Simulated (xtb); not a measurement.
C3H9S, charge +1, singlet, geometry from GFN2-xTB; GFN0-xTB with ALPB(acetone) run with xtb.

Input for xtb:
```
$ xtb mol.xyz --gfn 0 --chrg 1 --alpb acetone --json

# file mol.xyz
13

C     -0.32699695     1.59266303    -0.02416814
S     -0.12707996    -0.11706004     0.53302143
C      1.56698729    -0.43396355    -0.01769474
C     -1.04842027    -0.98223421    -0.76165445
H     -0.05112509     1.69483052    -1.06929569
H      0.30089571     2.22944413     0.59322410
H     -1.36509273     1.88020121     0.11932921
H      1.69089796    -0.16919250    -1.06334168
H      1.78324231    -1.48862275     0.13008982
H      2.24278175     0.15156102     0.59986122
H     -0.71466601    -0.67347343    -1.74761082
H     -0.89831297    -2.05076003    -0.63268579
H     -2.10476197    -0.75981919    -0.63680928
```

Output, abridged:

```
   ID    Z sym.   atoms
    1    6 C      1, 3, 4
    2   16 S      2
    3    1 H      5-13

           -------------------------------------------------
          |                Calculation Setup                |
           -------------------------------------------------

           -------------------------------------------------
          |                 G F N 0 - x T B                 |
           -------------------------------------------------

      * Solvation model:               ALPB
        Solvent                        acetone
        Parameter file                 internal GFN-FF/ALPB
        Dielectric constant                2.0700E+01
        Reference state                gsolv [1 M gas/solution]
        Free energy shift                  6.0874E-03 Eh       3.8199E+00 kcal/mol
        Temperature                        2.9815E+02 K
        Density                            7.9000E-01 kg/L
        Solvent mass                       5.8080E+01 g/mol
        Interaction kernel             P16
        Born radius scaling (c1)           2.0623E+00
        Born radii integrator          GBOBC
        Born offset                        0.0000E+00 a0       0.0000E+00 AA
        H-bond correction              true
        Ion screening                  false
        Surface tension                    1.0000E-05 Eh       1.5569E+01 dyn/cm
        Grid points                               230 per atom

          ...................................................
          :                      SETUP                      :
          :.................................................:
          :  # basis functions                  40          :
          :  # atomic orbitals                  39          :
          :  # shells                           27          :
          :  # electrons                        26          :
          :  electronic temp.          300.0000000     K    :
          :  accuracy                    1.0000000          :
          :  -> integral cutoff          0.2500000E+02      :
          :  -> integral neglect         0.1000000E-07      :
          ...................................................

         :::::::::::::::::::::::::::::::::::::::::::::::::::::
         ::                     SUMMARY                     ::
         :::::::::::::::::::::::::::::::::::::::::::::::::::::
         :: total energy             -13.008599009380 Eh    ::
         :: total w/o Gsasa/hb       -13.002223721277 Eh    ::
         :: gradient norm              0.010805749671 Eh/a0 ::
         :: HOMO-LUMO gap              6.173671944118 eV    ::
         ::.................................................::
         :: H0 energy                -14.444001293017 Eh    ::
         :: repulsion energy           0.197115935252 Eh    ::
         :: electrostat energy         1.241026891942 Eh    ::
         :: -> Gsolv                   0.000000000000 Eh    ::
         ::    -> Gsasa               -0.012462710759 Eh    ::
         ::    -> Gshift               0.006087422655 Eh    ::
         :: dispersion energy         -0.002740543556 Eh    ::
         :: short-range corr.          0.000000000000 Eh    ::
         :: add. restraining           0.000000000000 Eh    ::
         :: total charge               1.000000000000 e     ::
         :::::::::::::::::::::::::::::::::::::::::::::::::::::

           -------------------------------------------------
          |                Property Printout                |
           -------------------------------------------------

    * Orbital Energies and Occupations

         #    Occupation            Energy/Eh            Energy/eV
      -------------------------------------------------------------
         1        2.0000           -0.7448531             -20.2685
         2        2.0000           -0.6224848             -16.9387
         3        2.0000           -0.6224842             -16.9387
[...]
        11        2.0000           -0.4835753             -13.1588
        12        2.0000           -0.4835746             -13.1587
        13        2.0000           -0.4464097             -12.1474 (HOMO)
        14                         -0.2195314              -5.9738 (LUMO)
        15                         -0.2195313              -5.9738
        16                         -0.1418616              -3.8603
        17                         -0.1373914              -3.7386
        18                         -0.1373906              -3.7386
        19                         -0.1181538              -3.2151
        20                         -0.0982484              -2.6735
        21                         -0.0982475              -2.6734
        22                         -0.0767422              -2.0883
        23                         -0.0767412              -2.0882
        24                         -0.0766961              -2.0870
       ...                                ...                  ...
        39                          0.4645026              12.6398
      -------------------------------------------------------------
                  HL-Gap            0.2268783 Eh            6.1737 eV
             Fermi-level            0.0000000 Eh            0.0000 eV

     #   Z          covCN         q      C6AA      α(0)
     1   6 C        3.745    -0.624    40.309     9.165
     2  16 S        2.911     0.359   124.954    18.847
     3   6 C        3.745    -0.624    40.306     9.164
     4   6 C        3.745    -0.624    40.320     9.166
     5   1 H        0.925     0.270     0.804     1.402
     6   1 H        0.925     0.284     0.759     1.362
     7   1 H        0.925     0.284     0.759     1.362
     8   1 H        0.925     0.270     0.804     1.402
     9   1 H        0.925     0.284     0.759     1.363
    10   1 H        0.925     0.284     0.759     1.362
    11   1 H        0.925     0.270     0.804     1.402
    12   1 H        0.925     0.284     0.758     1.362
    13   1 H        0.925     0.284     0.759     1.362

 Mol. C6AA /au·bohr⁶  :       1448.352285
 Mol. C8AA /au·bohr⁸  :      43135.362881
 Mol. α(0) /au        :         58.722177

Wiberg/Mayer (AO) data.
largest (>0.10) Wiberg bond orders for each atom

 ---------------------------------------------------------------------------
     #   Z sym  total        # sym  WBO       # sym  WBO       # sym  WBO
 ---------------------------------------------------------------------------
     1   6 C    3.969 --     2 S    1.003     5 H    0.975     7 H    0.972
                             6 H    0.972
     2  16 S    3.037 --     3 C    1.003     1 C    1.003     4 C    1.003
     3   6 C    3.969 --     2 S    1.003     8 H    0.975    10 H    0.972
                             9 H    0.972
     4   6 C    3.969 --     2 S    1.003    11 H    0.975    12 H    0.972
                            13 H    0.972
     5   1 H    0.975 --     1 C    0.975
     6   1 H    0.979 --     1 C    0.972
     7   1 H    0.979 --     1 C    0.972
     8   1 H    0.975 --     3 C    0.975
     9   1 H    0.979 --     3 C    0.972
    10   1 H    0.979 --     3 C    0.972
    11   1 H    0.975 --     4 C    0.975
    12   1 H    0.979 --     4 C    0.972
    13   1 H    0.979 --     4 C    0.972
 ---------------------------------------------------------------------------

Topologies differ in total number of bonds
Writing topology from bond orders to xtbtopo.mol

 dipole moment from electron density (au)
     X       Y       Z
  -0.0216  -0.0199   0.0905  total (Debye):    0.242

           -------------------------------------------------
          | TOTAL ENERGY              -13.008599009380 Eh   |
          | GRADIENT NORM               0.010805749671 Eh/α |
          | HOMO-LUMO GAP               6.173671944118 eV   |
           -------------------------------------------------

normal termination of xtb
```
